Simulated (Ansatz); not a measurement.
Consider the formal hydrolysis of the Sn–C bond: `C[CH](C)[Sn][NH2]` + H₂O → `[NH2][Sn][OH]` + `CCC`.

Program: Ansatz. Geometries: PBE0-D4/def2-TZVP. ΔE: electronic, gas phase. CCSD(T)/CBS adds triple-zeta CCSD(T) − MP2 to the extrapolated MP2 energy (def2 sets, frozen cores). This one scheme is used for every species. DFT in def2-TZVPP. def2 core potentials past Kr. For Sn outer-core shells are correlated without core-valence functions, which leaves a few kJ/mol of doubt a bond. Each species was taken in one conformer, which may not be the lowest.

(1) Is it downhill or uphill in electronic energy at CCSD(T)/CBS, and by how much? (Best estimate.)

(2) What do these levels give: r2SCAN0-D4, ωB97X-V, r2SCAN, MP2/def2-SVP, SCS-MP2/def2-TZVPP, CCSD/def2-TZVPP? (Best estimate.)

(3) What do rigid-rotor, harmonic-oscillator terms from PBE0-D4/def2-TZVP frequencies (298.15 K, 1 bar) make of the CCSD(T)/CBS value? (An estimate is asked.)

Largest T1 diagnostic among the species: 0.017.

Answers

(1) Ansatz gave: Downhill: ΔE = -1.04 eV.

(2) The calculation gave: r2SCAN0-D4 -1.12, ωB97X-V -1.17, r2SCAN -1.19, MP2/def2-SVP -1.03, SCS-MP2/def2-TZVPP -1.08, CCSD/def2-TZVPP -1.05 eV.

(3) Computed: ΔZPE = +0.05 eV, ΔH = -1.03 eV, ΔS = 7 J/(mol·K), ΔG = -1.05 eV. Modes under 50 cm⁻¹ make the entropy rough.

In def2-TZVPP, CCSD(T) changes the Hartree–Fock value by +0.33 eV (the triples alone add +0.04 eV) and MP2 by +0.35 eV. The D4 term adds +0.16 eV with B3LYP and +0.09 eV with PBE0; it sums over pairs of atoms, weighted by their polarisabilities, and B3LYP, whose exchange is more repulsive, gets the larger term. From r2SCAN to r2SCAN0 (25 % exact exchange), in def2-TZVPP and without D4, ΔE moves by +0.04 eV.

B3LYP here is the variant with VWN-RPA as its local correlation; programs differ in this.
